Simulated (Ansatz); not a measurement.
CH3S (SMILES C[S-]), charge -1, singlet, at a GFN2-xTB geometry (a gas-phase anion, which may not be bound at this level); MP2/cc-pVDZ run with Ansatz (a first-principles code).

Ansatz was given this input:
Ansatz 0.2 input:
```yaml
crystal:
  periodic: [false, false, false]
  atoms:
    - {symbol: C, position_ang: [-0.03158867, 1.10849493, 0.00618882]}
    - {symbol: S, position_ang: [0.01982142, -0.69556393, -0.00388339]}
    - {symbol: H, position_ang: [-1.06837494, 1.46368151, -0.03291479]}
    - {symbol: H, position_ang: [0.43481506, 1.50121040, 0.91770101]}
    - {symbol: H, position_ang: [0.50594923, 1.51316136, -0.85978488]}
basis:
  gaussian:
    orbitals: cc-pVDZ
total_charge: -1
magnetization: {spin_polarized: false}
correlation: {method: mp2, electrons: outside_noble_gas}
accuracy: high
```

It wrote (shortened):

```
Functional definition: HF
1058 factors; integrals over basis functions are off by at most 3.6e-9 eV
mean field evaluation 1: about -11893.5929 eV, gradient 1.9e1 eV
mean field evaluation 2: about -11893.5963 eV, gradient 1.9e1 eV
mean field evaluation 4: about -11894.8757 eV, gradient 1.9e0 eV
mean field evaluation 8: about -11894.8922 eV, gradient 7.5e-5 eV
mean field -11894.89221796 eV, -437.1292263625 hartree, gradient 2.9e-8 eV, S^2 0.000000; 0 other end points of the search recorded, 0 dependent functions left out
6 core orbitals not correlated
reference -11894.89221796 eV, -437.1292263625 hartree; 7, 7 occupied and 34, 34 virtual orbitals, 1058 factors
second order -7.68271102 eV of doubles, -0.00000000 eV of singles
Total energy: -11902.57492897 eV, -437.4115607847 hartree
```
